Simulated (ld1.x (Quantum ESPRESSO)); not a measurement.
**Reading a pseudo-wave (Ne (Z = 10))**

Columns: radius, all-electron u(r) and pseudo u(r) of the 2s shell (level -36.28 eV) of neon in the configuration [He] 2s2 2p6; PBE, non-relativistic, PAW scheme, ld1.x (Quantum ESPRESSO) 7.5.

| r (bohr) | all-electron | pseudo |
| --- | --- | --- |
| 0.075 | 0.4782 | -0.1872 |
| 0.150 | 0.3141 | -0.3686 |
| 0.225 | -0.0328 | -0.5388 |
| 0.300 | -0.3793 | -0.6926 |
| 0.375 | -0.6611 | -0.8255 |
| 0.450 | -0.8638 | -0.9337 |
| 0.525 | -0.9929 | -1.0140 |
| 0.600 | -1.0614 | -1.0644 |
| 0.675 | -1.0834 | -1.0834 |
| 0.750 | -1.0717 | -1.0717 |
| 0.825 | -1.0367 | -1.0367 |
| 0.900 | -0.9864 | -0.9864 |
| 0.975 | -0.9269 | -0.9269 |
| 1.050 | -0.8627 | -0.8627 |
| 1.125 | -0.7970 | -0.7970 |
| 1.200 | -0.7318 | -0.7318 |
| 1.275 | -0.6686 | -0.6686 |
| 1.350 | -0.6085 | -0.6085 |
| 1.425 | -0.5520 | -0.5520 |
| 1.500 | -0.4993 | -0.4993 |
| 1.575 | -0.4506 | -0.4506 |
| 1.650 | -0.4059 | -0.4059 |
| 1.725 | -0.3650 | -0.3650 |
| 1.800 | -0.3277 | -0.3277 |
| 1.875 | -0.2939 | -0.2939 |
| 1.950 | -0.2633 | -0.2633 |

Problem. How many radial nodes do the two functions have?

Solution. The all-electron 2s function has n − l − 1 = 1; the pseudo-wave has 0, since the states of the same l below it are removed with the core.

Problem. At about which radius was the pseudo-wave matched?

Solution. 0.68 bohr, where the columns begin to agree (steps of 0.07 bohr).

Problem. Is the pseudo-wave norm-conserving?

Solution. No, it belongs to a PAW set: the norm inside the radius is not constrained, and the difference is carried by the augmentation charge.
